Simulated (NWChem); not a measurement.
Program: NWChem. System: I2 (-1), charge -1, spin multiplicity 2, at a geometry optimised with UB3LYP/def2-SVP with def2 effective core potentials on I. The structure started from a generated list of species. Its SCF solution wasn't tested for a lower state. Level: UMP2/def2-SVPD with def2 effective core potentials on I, 8 core orbitals frozen.

Input file:

```
start mol
memory heap 200 mb stack 900 mb global 1100 mb
charge -1
geometry units angstroms nocenter noautoz
  I      0.000000     0.000000     1.689068
  I      0.000000     0.000000    -1.689068
  symmetry group D2h
end
basis spherical
  * library def2-svpd
end
ecp
  I library def2-ecp
end
scf
  uhf
  nopen 1
  maxiter 100
  thresh 1e-7
  semidirect memsize 60000000 filesize 0
  # guess.movecs holds the orbitals of an unrestricted PBE0 run
  vectors input guess.movecs output mol.movecs
end
mp2
  freeze core 8
end
task mp2 energy
```

Part of the output:

```
             Northwest Computational Chemistry Package (NWChem) 7.3.0
             --------------------------------------------------------

                                NWChem Input Module
                                -------------------

 Scaling coordinates for geometry "geometry" by  1.889725989
 (inverse scale =  0.529177249)

 Turning off AUTOSYM since
 SYMMETRY directive was detected!

                             Geometry "geometry" -> ""
                             -------------------------

 Output coordinates in angstroms (scale by  1.889725989 to convert to a.u.)

  No.       Tag          Charge          X              Y              Z
 ---- ---------------- ---------- -------------- -------------- --------------
    1 I                   53.0000     0.00000000     0.00000000     1.68906800
    2 I                   53.0000     0.00000000     0.00000000    -1.68906800

 Effective nuclear repulsion energy (a.u.)     440.0234012012

            Nuclear Dipole moment (a.u.)
            ----------------------------
        X                 Y               Z
 ---------------- ---------------- ----------------
     0.0000000000     0.0000000000     0.0000000000

      Symmetry information
      --------------------

 Group name             D2h
 Group number             26
 Group order               8
 No. of unique centers     1

      Symmetry unique atoms

     1


 Summary of "ao basis" -> "" (spherical)
 ------------------------------------------------------------------------------
       Tag                 Description            Shells   Functions and Types
 ---------------- ------------------------------  ------  ---------------------
 *                         def2-svpd                  on all atoms

 Summary of "ao basis" -> "ao basis" (spherical)
 ------------------------------------------------------------------------------
       Tag                 Description            Shells   Functions and Types
 ---------------- ------------------------------  ------  ---------------------
 I                         def2-svpd                13       35   5s5p3d

                                 NWChem SCF Module
                                 -----------------

  ao basis        = "ao basis"
  functions       =    70
  atoms           =     2
  alpha electrons =    26
  beta  electrons =    25
  charge          =  -1.00
  wavefunction    = UHF
  use symmetry    = T
  symmetry adapt  = T

 Summary of "ao basis" -> "ao basis" (spherical)
 ------------------------------------------------------------------------------
       Tag                 Description            Shells   Functions and Types
 ---------------- ------------------------------  ------  ---------------------
 I                         def2-svpd                13       35   5s5p3d

      Symmetry analysis of basis
      --------------------------

        ag         16
        au          3
        b1g         3
        b1u        16
        b2g         8
        b2u         8
        b3g         8
        b3u         8

 Forming initial guess at       0.1s

   Symmetry analysis of molecular orbitals - initial alpha
   -------------------------------------------------------

  Numbering of irreducible representations:

     1 ag          2 au          3 b1g         4 b1u         5 b2g
     6 b2u         7 b3g         8 b3u

  Orbital symmetries:

     1 b1u         2 ag          3 b1u         4 ag          5 b2g
     6 b3g         7 b3u         8 b2u         9 ag         10 b1u
    11 b3u        12 b2u        13 b2g        14 b3g        15 b1g
    16 ag         17 au         18 b1u        19 ag         20 b1u
    21 ag         22 b2u        23 b3u        24 b3g        25 b2g
    26 b1u        27 b1u        28 ag         29 b2u        30 b3u
    31 b3g        32 b2g        33 ag         34 b1u        35 b3u
    36 b2u

   Symmetry analysis of molecular orbitals - initial beta
   ------------------------------------------------------

  Numbering of irreducible representations:

     1 ag          2 au          3 b1g         4 b1u         5 b2g
     6 b2u         7 b3g         8 b3u

  Orbital symmetries:

     1 ag          2 b1u         3 ag          4 b1u         5 b3u
     6 b2u         7 b2g         8 b3g         9 ag         10 b1u
    11 b3u        12 b2u        13 b2g        14 b3g        15 b1g
    16 ag         17 au         18 b1u        19 ag         20 b1u
    21 ag         22 b2u        23 b3u        24 b3g        25 b2g
    26 b1u        27 b1u        28 ag         29 b2u        30 b3u
    31 b3g        32 b2g        33 ag         34 b1u        35 ag
    36 b1g

 Starting SCF solution at       0.1s

 ----------------------------------------------
         Quadratically convergent UHF

 Convergence threshold     :          1.000E-07
 Maximum no. of iterations :          100
 Integral*density screening:          1.000E-09
 ----------------------------------------------

              iter       energy          gnorm     gmax       time
             ----- ------------------- --------- --------- --------
                 1     -593.4035193187  2.85D-01  6.09D-02      0.3
                 2     -593.4127599516  1.09D-02  2.70D-03      0.3
                 3     -593.4127974085  2.80D-05  8.52D-06      0.4
                 4     -593.4127974089  5.15D-09  1.30D-09      0.4

       Final UHF  results
       ------------------

         Total SCF energy =   -593.412797408922
      One electron energy =  -1241.163514794644
      Two electron energy =    549.845902237720
 Nuclear repulsion energy =     97.904815148002
[...]
   Bfn.  Coefficient  Atom+Function         Bfn.  Coefficient  Atom+Function
  ----- ------------  ---------------      ----- ------------  ---------------
    13      0.416441  1 I  py                48     -0.416441  2 I  py
    16      0.399125  1 I  py                51     -0.399125  2 I  py
    10     -0.171150  1 I  py                45      0.171150  2 I  py

 Vector   24  Occ=1.000000D+00  E=-1.713367D-01  Symmetry=b2g
              MO Center=  2.1D-18, -5.0D-19,  1.2D-16, r^2= 5.3D+00
   Bfn.  Coefficient  Atom+Function         Bfn.  Coefficient  Atom+Function
  ----- ------------  ---------------      ----- ------------  ---------------
    12      0.416441  1 I  px                47     -0.416441  2 I  px
    15      0.399125  1 I  px                50     -0.399125  2 I  px
     9     -0.171150  1 I  px                44      0.171150  2 I  px

 Vector   25  Occ=1.000000D+00  E=-1.623511D-01  Symmetry=ag
              MO Center= -1.7D-20,  2.5D-19,  1.5D-16, r^2= 4.6D+00
   Bfn.  Coefficient  Atom+Function         Bfn.  Coefficient  Atom+Function
  ----- ------------  ---------------      ----- ------------  ---------------
    17      0.360175  1 I  pz                52     -0.360175  2 I  pz
    14      0.345129  1 I  pz                49     -0.345129  2 I  pz
    11     -0.151408  1 I  pz                46      0.151408  2 I  pz

 Vector   26  Occ=0.000000D+00  E= 1.153066D-01  Symmetry=b1u
              MO Center=  3.5D-18,  7.1D-18, -7.0D-15, r^2= 1.1D+01
   Bfn.  Coefficient  Atom+Function         Bfn.  Coefficient  Atom+Function
  ----- ------------  ---------------      ----- ------------  ---------------
    20      0.643813  1 I  pz                55      0.643813  2 I  pz
     5     -0.572267  1 I  s                 40      0.572267  2 I  s
    17      0.406505  1 I  pz                52      0.406505  2 I  pz
    14      0.326024  1 I  pz                49      0.326024  2 I  pz

 Vector   27  Occ=0.000000D+00  E= 1.829345D-01  Symmetry=b1u
              MO Center= -8.0D-18, -7.7D-18,  4.1D-13, r^2= 2.6D+01
   Bfn.  Coefficient  Atom+Function         Bfn.  Coefficient  Atom+Function
  ----- ------------  ---------------      ----- ------------  ---------------
     5      2.320004  1 I  s                 40     -2.320004  2 I  s
    20     -1.783672  1 I  pz                55     -1.783672  2 I  pz
     4     -0.654254  1 I  s                 39      0.654254  2 I  s
    33      0.391481  1 I  d  0              68     -0.391481  2 I  d  0
    14      0.232487  1 I  pz                49      0.232487  2 I  pz

 Vector   28  Occ=0.000000D+00  E= 2.168859D-01  Symmetry=ag
              MO Center=  5.8D-20,  4.4D-20, -4.6D-14, r^2= 2.2D+01
   Bfn.  Coefficient  Atom+Function         Bfn.  Coefficient  Atom+Function
  ----- ------------  ---------------      ----- ------------  ---------------
     5      1.030866  1 I  s                 40      1.030866  2 I  s
    20      0.828604  1 I  pz                55     -0.828604  2 I  pz
     4     -0.666323  1 I  s                 39     -0.666323  2 I  s
    17     -0.357168  1 I  pz                52      0.357168  2 I  pz

 center of mass
 --------------
 x =   0.00000000 y =   0.00000000 z =   0.00000000

 moments of inertia (a.u.)
 ------------------
        2585.740433006102           0.000000000000           0.000000000000
           0.000000000000        2585.740433006102           0.000000000000
           0.000000000000           0.000000000000           0.000000000000

  Mulliken analysis of the total density
  --------------------------------------

    Atom       Charge   Shell Charges
 -----------   ------   -------------------------------------------------------
    1 I   25    25.50   1.83  0.22  1.21  0.71  0.02  2.93  3.12  2.48  2.76  0.18  9.83  0.18  0.02
    2 I   25    25.50   1.83  0.22  1.21  0.71  0.02  2.93  3.12  2.48  2.76  0.18  9.83  0.18  0.02

  Mulliken analysis of the alpha density
  --------------------------------------

    Atom       Charge   Shell Charges
 -----------   ------   -------------------------------------------------------
    1 I   25    13.00   0.91  0.11  0.61  0.36  0.01  1.46  1.57  1.40  1.47  0.08  4.91  0.09  0.01
    2 I   25    13.00   0.91  0.11  0.61  0.36  0.01  1.46  1.57  1.40  1.47  0.08  4.91  0.09  0.01

   Mulliken analysis of the beta density
   -------------------------------------

    Atom       Charge   Shell Charges
 -----------   ------   -------------------------------------------------------
    1 I   25    12.50   0.91  0.11  0.60  0.36  0.01  1.48  1.55  1.08  1.29  0.10  4.92  0.09  0.01
    2 I   25    12.50   0.91  0.11  0.60  0.36  0.01  1.48  1.55  1.08  1.29  0.10  4.92  0.09  0.01

   Mulliken analysis of the spin density
   -------------------------------------

    Atom       Charge   Shell Charges
 -----------   ------   -------------------------------------------------------
    1 I   25     0.50  -0.00  0.00  0.01 -0.00 -0.00 -0.02  0.03  0.32  0.18 -0.02 -0.01  0.00 -0.00
    2 I   25     0.50  -0.00  0.00  0.01 -0.00 -0.00 -0.02  0.03  0.32  0.18 -0.02 -0.01  0.00 -0.00

       Multipole analysis of the density wrt the origin
       ------------------------------------------------

     L   x y z        total         alpha         beta         nuclear
     -   - - -        -----         -----         ----         -------
     0   0 0 0     -1.000000    -26.000000    -25.000000     50.000000

     1   1 0 0     -0.000000     -0.000000      0.000000      0.000000
     1   0 1 0     -0.000000     -0.000000      0.000000      0.000000
     1   0 0 1      0.000000      0.000000      0.000000      0.000000

     2   2 0 0    -45.988358    -23.371792    -22.616566      0.000000
     2   1 1 0     -0.000000     -0.000000      0.000000      0.000000
     2   1 0 1      0.000000      0.000000      0.000000      0.000000
     2   0 2 0    -45.988358    -23.371792    -22.616566      0.000000
     2   0 1 1     -0.000000      0.000000     -0.000000      0.000000
     2   0 0 2    -56.210494   -292.115447   -273.498570    509.403523

                   NWChem MP2 Semi-direct Energy/Gradient Module
                   ---------------------------------------------

  Basis functions       =     70
  Molecular orbitals    =     70
  Frozen core           =      8
  Frozen virtuals       =      0
  Active alpha occupied =     18
  Active beta occupied  =     17
  Active alpha virtual  =     44
  Active beta virtual   =     45
  Use MO symmetry       = T
  Use skeleton AO sym   = T

  AO/Fock/Back tols     =   1.0D-09  1.0D-09  1.0D-09

 GA uses MA = F    GA memory limited = T

 Available:
  local mem=  1.26D+08
 global mem=  1.44D+08
 local disk=  0.00D+00
  mp2_memr nvloc                    44
  nvloc new                    44
   1 passes of  18:        3145728                      30192                   6551960.
   1 passes of  18: M    126149950           G      144169400           F     123004222.

 Semi-direct pass number   1 of   1  for UHF alpha       at        0.5s
  vrange nnbf                  2430
  mp2_eaftype                    24  avail_ma_in_mb                  1099
 EAF : mp2_eaftype filesize          24    3275980.
  mp2_eaf for mointskh                     24
Node 0 wrote     15.4 Mb in      0.0 s     Agg I/O rate:  1641.9 Mb/s
 Done moints_semi at        1.4s
  mp2_eaftype                    24  avail_ma_in_mb                  1075
 EAF : mp2_eaftype filesize          24    3275980.
  mp2_eaf for kh                    24
 Done maket at        1.4s
 Done multipass loop at        1.4s

 GA uses MA = F    GA memory limited = T

 Available:
  local mem=  1.26D+08
 global mem=  1.44D+08
 local disk=  0.00D+00
  mp2_memr nvloc                    45
  nvloc new                    45
   1 passes of  17:        3145728                      29503                   6328886.
   1 passes of  17: M    126149950           G      144169400           F     123004222.

 Semi-direct pass number   1 of   1  for UHF beta        at        1.4s
  vrange nnbf                  2430
  mp2_eaftype                    24  avail_ma_in_mb                  1099
 EAF : mp2_eaftype filesize          24    3164443.
  mp2_eaf for mointskh                     24
Node 0 wrote     14.9 Mb in      0.0 s     Agg I/O rate:  2984.7 Mb/s
 Done moints_semi at        2.3s
  mp2_eaftype                    24  avail_ma_in_mb                  1075
 EAF : mp2_eaftype filesize          24    3164443.
  mp2_eaf for kh                    24
 Done maket at        2.3s
 Done multipass loop at        2.3s

          -------------------------------------------
          SCF energy                -593.412797408922
          Correlation energy          -0.251705810081
          Singlet pairs                0.000000000000
          Triplet pairs                0.000000000000
          Total MP2 energy          -593.664503219003
          -------------------------------------------

          ---------------------------------------------------
                    Spin Component Scaled (SCS) MP2
          Same spin pairs                     -0.079054433772
          Same spin scaling factor             0.333333333333
          Opposite spin pairs                 -0.172651376310
          Opposite spin scaling fact.          1.200000000000
          SCS-MP2 correlation energy          -0.233533129495
          Total SCS-MP2 energy              -593.646330538417
          ---------------------------------------------------

 -----------------------
 Performance information
 -----------------------

 Timer overhead =  1.39D-07 seconds/call

               Nr. of calls         CPU time (s)                 Wall time (s)                GFlops
             ---------------    -------------------     ------------------------------   -------------------
Name         Min   Avg   Max    Min     Avg     Max     Min     Avg     Max   Mx/calls   Min     Max     Sum
mp2: moin     2     2     2    1.7     1.7     1.7      1.7     1.7     1.7    0.85      0.0     0.0     0.0
mp2: make     2     2     2   0.13    0.13    0.13     0.13    0.13    0.13    6.27E-2   0.0     0.0     0.0
mp2: tota     1     1     1    1.9     1.9     1.9      1.9     1.9     1.9     1.9      0.0     0.0     0.0

 The average no. of pstat calls per process was 5.00D+00
 with a timing overhead of 6.93D-07s

 Task  times  cpu:        2.3s     wall:        2.3s

 Total times  cpu:        2.3s     wall:        2.3s
```
